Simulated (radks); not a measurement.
Species: Sc4+. Configuration: [Ne] 3s2 3p5. Method: scalar-relativistic Kohn-Sham, BLYP, spin-unpolarised, spherical densities, finite nucleus; Fermi nuclear charge, rms radius 3.5459 fm; computed with a radial shooting solver on a logarithmic mesh with Libxc functionals.

Unscreened Slater integrals over Kohn-Sham orbitals (hartree).

integral,value
"F0(3p,3p)",0.82721
"F2(3p,3p)",0.41881
"F0(3p,3s)",0.84847
"G1(3p,3s)",0.56629
"F0(3p,2p)",1.1188
"F2(3p,2p)",0.22222
"G0(3p,2p)",0.088870
"G2(3p,2p)",0.091900
"F0(3p,2s)",1.0989
"G1(3p,2s)",0.068249
"F0(3s,3s)",0.87191
"F0(3s,2p)",1.1556
"G1(3s,2p)",0.096635
"F0(3s,2s)",1.1400
"G0(3s,2s)",0.077281
"F0(2p,2p)",2.9770
"F2(2p,2p)",1.3934
"F0(2p,2s)",2.7713
"G1(2p,2s)",1.6183
"F0(2s,2s)",2.6366

Derived for the open shells (J is the average intra-shell exchange parameter used in DFT+U). 3p: J = F2/5 = 0.08376 hartree.
